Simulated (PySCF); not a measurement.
C₆H₁₂N (charge +1).
Numbering: `[CH3:1][CH2:2][CH2:3][CH2:4][C:5]#[N+:6][CH3:7]` (hydrogens: H8, H9, H10 on C1; H11, H12 on C2; H13, H14 on C3; H15, H16 on C4; H17, H18, H19 on C7)

Structure used (GFN2-xTB), in Å, numbered top down from 1:
```
atom  x, y, z in Å
C1    -2.8903    0.3229    0.0881
C2    -2.0887   -0.7910   -0.5726
C3    -0.6198   -0.4327   -0.7927
C4     0.1014   -0.2268    0.5652
C5     1.4544    0.0891    0.3817
N6     2.5531    0.3457    0.1490
C7     3.8703    0.6633   -0.0987
H8    -2.7783    1.2570   -0.4574
H9    -2.5935    0.4803    1.1229
H10   -3.9442    0.0611    0.0903
H11   -2.5184   -1.0028   -1.5529
H12   -2.1622   -1.7033    0.0215
H13   -0.1270   -1.2334   -1.3450
H14   -0.5525    0.4845   -1.3789
H15   -0.3849    0.5898    1.1108
H16    0.0197   -1.1372    1.1696
H17    3.9194    1.6301   -0.6035
H18    4.4164    0.7167    0.8453
H19    4.3153   -0.1042   -0.7350
```

Theory: PySCF 2.14.0, density-fitted response routines, TDDFT PBE0/def2-SVPD, vertical, gas phase, core orbitals frozen in the response.

Transition dipole moments from the ground state, in atomic units and in the frame of the coordinates above (overall signs are arbitrary), for the states with f of 0.002 or more among the lowest 6:

| state | E (eV) | μx | μy | μz |
| --- | --- | --- | --- | --- |
| S1 | 6.435 | 0.087 | 0.058 | 0.065 |
| S2 | 6.568 | -0.459 | -0.082 | -0.096 |
| S3 | 6.683 | 0.487 | 0.027 | 0.144 |
| S4 | 6.711 | 0.282 | 0.017 | 0.036 |
| S5 | 6.751 | -0.702 | -0.097 | -0.145 |
| S6 | 6.833 | 0.124 | -0.007 | 0.071 |

Task: Work out the oscillator strengths.

Result: f = (2/3) ΔE |μ|² with ΔE in hartree (27.2114 eV).

| state | \|μ\|² (au) | \|μ\| (D) | f |
| --- | --- | --- | --- |
| S1 | 0.015 | 0.31 | 0.002 |
| S2 | 0.227 | 1.21 | 0.036 |
| S3 | 0.259 | 1.29 | 0.042 |
| S4 | 0.081 | 0.72 | 0.013 |
| S5 | 0.523 | 1.84 | 0.087 |
| S6 | 0.021 | 0.36 | 0.003 |

Task: What angle do the transition dipoles of S2 and S4 make?

Result: |cos θ| = |μa·μb| / (|μa| |μb|) = 0.99, so θ ≈ 8° (taken between 0 and 90°, since the signs are arbitrary).

Task: What peak molar absorption coefficient would the strongest computed level give as a lone Gaussian band 0.3 eV wide at half height?

Result: ε(max) = 2.175×10⁸ f / FWHM, with the width in cm⁻¹. S5: 2.175×10⁸ × 0.0866 / 2420 ≈ 7800 L mol⁻¹ cm⁻¹.

One conformer stands for the species.
